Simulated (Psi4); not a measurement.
ClK (SMILES [Cl][K]), singlet, at a GFN2-xTB geometry (such geometries of metal compounds can be far from the true shape); BHHLYP/STO-3G (Psi4).

Input for Psi4:
```
memory 2 GB

molecule {
0 1
K    -0.00000000   -0.00000000   -1.21784993
Cl    0.00000000    0.00000000    1.36112639
}

set {
  basis sto-3g
  scf_type pk
  puream true
  d_convergence 1e-8
  dft_radial_points 99
  dft_spherical_points 590
}

energy('bhhlyp')
print_variables()
```

Task: Write the output that Psi4 gives for this input, abridged.

Result: 
```
   => Loading Basis Set <=

    Name: STO-3G
    Role: ORBITAL
    Keyword: BASIS

         ---------------------------------------------------------
                                   SCF
               by Justin Turney, Rob Parrish, Andy Simmonett
                          and Daniel G. A. Smith
                              RKS Reference
         ---------------------------------------------------------

  ==> Geometry <==

    Molecular point group: c2v
    Full point group: C_inf_v

    Geometry (in Angstrom), charge = 0, multiplicity = 1:

       Center              X                  Y                   Z               Mass
    ------------   -----------------  -----------------  -----------------  -----------------
         K            0.000000000000     0.000000000000    -1.219812272412    38.963706486400
         CL           0.000000000000     0.000000000000     1.359164047588    34.968852682000

  Running in c2v symmetry.

  Rotational constants: A = ************  B =      0.13753  C =      0.13753 [cm^-1]
  Rotational constants: A = ************  B =   4123.03084  C =   4123.03084 [MHz]
  Nuclear repulsion =   66.276001730178734

  Charge       = 0
  Multiplicity = 1
  Electrons    = 36
  Nalpha       = 18
  Nbeta        = 18

  ==> Algorithm <==

  SCF Algorithm Type is PK.
  DIIS enabled.
  MOM disabled.
  Fractional occupation disabled.
  Guess Type is SAD.
  Energy threshold   = 1.00e-06
  Density threshold  = 1.00e-08
  Integral threshold = 1.00e-12

  ==> Primary Basis <==

  Basis Set: STO-3G
    Blend: STO-3G
    Number of shells: 12
    Number of basis functions: 22
    Number of Cartesian functions: 22
    Spherical Harmonics?: true
    Max angular momentum: 1

  ==> DFT Potential <==

   => LibXC <=

    Version 7.1.2
    S. Lehtola, C. Steigemann, M. J. T. Oliveira, and M. A. L. Marques,  SoftwareX 7, 1–5 (2018) (10.1016/j.softx.2017.11.002)

   => Composite Functional: BHANDHLYP <=

    BHandHLYP Hyb-GGA Exchange-Correlation Functional

    A. D. Becke,  J. Chem. Phys. 98, 1372 (1993) (10.1063/1.464304)
    Defined through Gaussian implementation.

    Deriv               =              1
    GGA                 =           TRUE
    Meta                =          FALSE

    Exchange Hybrid     =           TRUE
    MP2 Hybrid          =          FALSE

   => Exchange Functionals <=

    0.5000         Becke 88

   => Exact (HF) Exchange <=

    0.5000               HF

   => Correlation Functionals <=

[...]
   @RKS iter   4: -1049.08590792873633   -4.43896e-05   4.39655e-05 DIIS
   @RKS iter   5: -1049.08590905565552   -1.12692e-06   7.52709e-06 DIIS
   @RKS iter   6: -1049.08590908814267   -3.24872e-08   8.38032e-07 DIIS
   @RKS iter   7: -1049.08590908858378   -4.41105e-10   1.05709e-07 DIIS
   @RKS iter   8: -1049.08590908858991   -6.13909e-12   6.64435e-09 DIIS
  Energy and wave function converged.

  ==> Post-Iterations <==

   Electrons on quadrature grid:
      Ntotal   =   36.0000023119 ; deviation = 2.312e-06

    Orbital Energies [Eh]
    ---------------------

    Doubly Occupied:

[...]
    Virtual:

[...]
      12A1     0.356596

    Final Occupation by Irrep:
             A1    A2    B1    B2
    DOCC [    10,    0,    4,    4 ]
    NA   [    10,    0,    4,    4 ]
    NB   [    10,    0,    4,    4 ]

  @RKS Final Energy: -1049.08590908858991

   => Energetics <=

    Nuclear Repulsion Energy =             66.2760017301787343
    One-Electron Energy =               -1583.3780600135660279
    Two-Electron Energy =                 499.6558395398956236
    DFT Exchange-Correlation Energy =     -31.6396903450980886
    Empirical Dispersion Energy =           0.0000000000000000
    VV10 Nonlocal Energy =                  0.0000000000000000
    Total Energy =                      -1049.0859090885899150

Computation Completed

Properties will be evaluated at   0.000000,   0.000000,   0.000000 [a0]

Properties computed using the SCF density matrix

 Multipole Moments:

 ------------------------------------------------------------------------------------
     Multipole            Electronic (a.u.)      Nuclear  (a.u.)        Total (a.u.)
 ------------------------------------------------------------------------------------

 L = 1.  Multiply by 2.5417464519 to convert [e a0] to [Debye]
 Dipole X            :          0.0000000            0.0000000            0.0000000
 Dipole Y            :          0.0000000            0.0000000            0.0000000
 Dipole Z            :         -3.3370011           -0.1334985           -3.4704996
 Magnitude           :                                                    3.4704996

 ------------------------------------------------------------------------------------

  Variable Map:
  ----------------------------------------------------------------------------
[...]
  Array Variable Map:
  ----------------------------------------------------------------------------
[...]
[...]
```
